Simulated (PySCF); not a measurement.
CH₆B₂Ge (calculated)

All values are calculated (PySCF 2.14.0). Calculation on a computer-drawn molecule: the log of a Hartree-Fock and frozen-core CCSD(T) single point meant for a local Hartree-Fock minimum, with one planted fault or none, to be diagnosed. Offsets are logged minus clean, where the clean run is the same molecule without the fault. The reference is restricted for singlets and unrestricted otherwise, and also for a bond in bohr or an excited solution. Adding or removing an electron swaps singlet and doublet. The excited solution moves the top pair (singlet) or top alpha electron (doublet) to the lowest empty orbital. Highest occupied and lowest empty are orbital energies over both spins, largest force is the largest gradient component, triples share is (T) over the correlation energy, the T1 limit is 0.02 restricted and 0.045 unrestricted, electrons count all cores, a negative frequency is imaginary (commonest isotopes), and the dipole is about the centre of nuclear charge; on germanium a core potential holds 10 electrons, which the energies leave out, and 3d is frozen in MP2 and coupled-cluster steps.

Entry: CH₆B₂Ge

Logged structure:
```xyz
10
CH6B2Ge
B     -3.3932    -0.1222     1.7614
B     -2.3504    -1.0798     0.8842
Ge    -0.8747    -2.3825     1.6239
C      0.6191    -1.0273     1.6563
H     -3.1115     1.0151     2.0402
H     -4.4432    -0.5416     2.1749
H     -2.4191    -1.1036    -0.3232
H      1.5878    -1.5224     1.7393
H      0.4736    -0.4126     2.5537
H      0.6296    -0.3542     0.7957
```

* meant charge: 0
* meant multiplicity: 1
* meant basis: cc-pVDZ
* meant basis and core potential on germanium: cc-pVDZ-PP ECP10MDF
* logged electrons: 54
* logged basis functions: 95
* logged SCF converged: yes
* logged spin squared: 2.0236
* logged highest occupied: -7.1192 eV
* logged lowest empty: 0.18823 eV
* logged largest force: 0.020081 hartree/bohr
* logged T1 diagnostic: 0.018379
* logged D1 diagnostic: 0.061449
* logged triples share: 0.029652
* logged CC converged: yes
* logged dipole magnitude: 0.32851 debye
* logged SCF stable within its kind: yes
* logged energy HF: -383.998 hartree
* logged energy CCSD(T): -384.43784 hartree
* possible faults: no fault, one electron removed, one electron added, multiplicity raised by two, geometry at a saddle point, SCF held on an excited solution, minimal basis STO-3G, one bond length entered in bohr, all coordinates scaled
* planted fault: multiplicity raised by two
* HF energy offset from clean run: 19.51 kcal/mol
* CCSD(T) energy offset from clean run: 32.03 kcal/mol

Drawn bonds:
```tsv
atom	other atom	order
1	2	1
2	3	1
3	4	1
1	5	1
1	6	1
2	7	1
4	8	1
4	9	1
4	10	1
```
